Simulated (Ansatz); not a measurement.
Species: C2H6BS, charge 0, multiplicity 2. It need not be the lowest isomer of its formula. SMILES: C[B]SC
Coordinates optimised at B3LYP-D3(BJ)/def2-TZVP (Ansatz, an electronic-structure program):
```
B
C 1 1.5507
H 2 1.0943 1 110.11
H 2 1.0943 3 105.92 1 -118.99
H 2 1.0955 3 108.07 4 -115.60
S 1 1.7442 2 130.01 3 121.93
C 6 1.8343 1 105.15 2 180.00
H 7 1.0865 6 109.89 1 -60.27
H 7 1.0865 8 110.24 6 -121.27
H 7 1.0887 8 109.88 9 -121.24
```
Charge 0, spin multiplicity 2.

Property: atomisation energy (electronic, to ground-state atoms), in kcal/mol. Cores are frozen in the correlated levels unless marked. UHF or UKS for open shells. No spin-orbit coupling. No relativistic terms. The coupled-cluster limit lacks core correlation, which all-electron functionals hold. CBS marks a two-point X^-3 extrapolation of the correlation energy; Hartree-Fock from the larger set.

| level | program | atomisation energy (kcal/mol) |
|---|---|---|
| SVWN5/def2-TZVPD | Ansatz | … |
| PBE-D3(BJ)/def2-TZVPD | Ansatz + dftd3 | 889.1 |
| BHLYP-D3(BJ)/def2-TZVPD | Ansatz + dftd3 | … |
| CCSD/6-31G | Ansatz | 731.1 |
| CCSD(T)/CBS(aug-cc-pV(T+d)Z,aug-cc-pV(Q+d)Z) | Ansatz | 864.5 |

Task: Some entries are withheld; supply them.

Result: 
- SVWN5/def2-TZVPD, atomisation energy (kcal/mol): 988.2
- BHLYP-D3(BJ)/def2-TZVPD, atomisation energy (kcal/mol): 851.5
